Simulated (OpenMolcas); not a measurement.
Co VII: effect of the IPEA shift

```
Program             : OpenMolcas 26.06
Basis               : ANO-RCC-VTZP [6s5p3d2f1g]
Scalar Hamiltonian  : DKH2, point nucleus
Active space        : 3 electrons in 10 orbitals (3d 4d)
State averaging     : 2S+1 = 4 even, 10 roots; 2S+1 = 2 even, 40 roots
Spin-orbit coupling : state interaction with AMFI integrals over the reference wave functions, term energies averaged over their components
```

Methods on the same reference wave functions:
A. CASSCF
B. MS-CASPT2, IPEA 0 Eh, imaginary shift 0.1 Eh (closed shells correlated: 3s 3p)
C. MS-CASPT2, IPEA 0.25 Eh, imaginary shift 0.1 Eh (closed shells correlated: 3s 3p)

Energies in cm-1 above 3d3 4F 3/2, the measured ground level; measured values from Sugar and Corliss, J. Phys. Chem. Ref. Data 10, 1097 (1981).

```
               Level      A      B      C  Measured
          3d3 4F 3/2    0.0    0.0    0.0       0.0
          3d3 4F 5/2    731    737    737       698
          3d3 4F 7/2   1711   1720   1720      1610
          3d3 4F 9/2   2905   2910   2910      2723
          3d3 4P 1/2  25630  22080  22180     21096
          3d3 4P 3/2  25866  22310  22410     21304
          3d3 2G 7/2  26441  24100  24360          
          3d3 4P 5/2  26812  23260  23360     22187
          3d3 2G 9/2  27387  25080  25340          
   3d3 2P 3/2 [59 %]  34871  30640  30900          
          3d3 2P 1/2  34873  30940  31190          
          3d3 2H 9/2  34995  33800  33930          
         3d3 2H 11/2  35672  34510  34640          
3d3 2D 3/2(1) [61 %]  38537  33970  34230          
       3d3 2D 5/2(1)  38773  33850  34150          
          3d3 2F 7/2  59678  53970  54260          
          3d3 2F 5/2  60093  54380  54670          
       3d3 2D 5/2(2)  92631  84910  85100          
       3d3 2D 3/2(2)  93097  85320  85540
```

Deviations, from unrounded energies. A percentage is the sum of absolute deviations over the sum of measured energies, with the sign that they share, or ± where signs differ.

```tsv
Against measurement	Levels	A	B	C
mean absolute deviation (cm-1)	6	2300	570	610
fine structure of the ground term (%)	3	+6.3	+6.7	+6.7
other terms of the ground configuration (%)	3	+21.2	+4.7	+5.2
```

B lies closest to measurement on these levels and A furthest from it. The largest miss of B in the table is 3d3 4P 5/2, by +1100 cm-1. The ranking rests on the paired levels alone, and a cruder setting can come out closer through cancelling errors.

Between B and C the level of the table that moves most is 3d3 2D 5/2(1), by 300 cm-1 (lowest in B, highest in C). Moves below CASPT2's spread within the term are not significant.

The mean deviations of B to C differ by less than CASPT2's widest spread within a term (590 cm-1), so their order carries little weight.

From A to B the spin-free energies of the other terms of 3d3 shown, above 4F, scale by factors of 0.86 to 0.96, as is usual when dynamic correlation screens the repulsion within a d or f shell.

The lowest spin-free term lies below A's lowest term by 0.281 hartree in B, 0.277 hartree in C.

CASPT2 breaks the degeneracy within a term, and the mean is taken; among the terms shown or strongly mixed into the levels shown the widest spread is 590 cm-1 (3d3 2H, C). Active for correlation alone: 4d; no level in the range computed is led by a configuration that fills it, so any true level of that kind is missing. Without dynamic correlation excited terms often stand tens of per cent too high (terms of higher spin than the ground term too low), and those without a measured partner can miss by more than the paired ones (holds for A). Measured partners are found by configuration, term and J. A level has none where our copy of the source lacks it or the pairing is in doubt (some pairs that miss far off the trend of their configuration count as doubtful), and it then counts in no deviation. Levels of configurations outside the active space are missing.

A share in square brackets marks a mixed level and gives the weight of the term that names it, the lowest over the columns. A number in round brackets counts repeated terms of one configuration in the order of the reference energies.
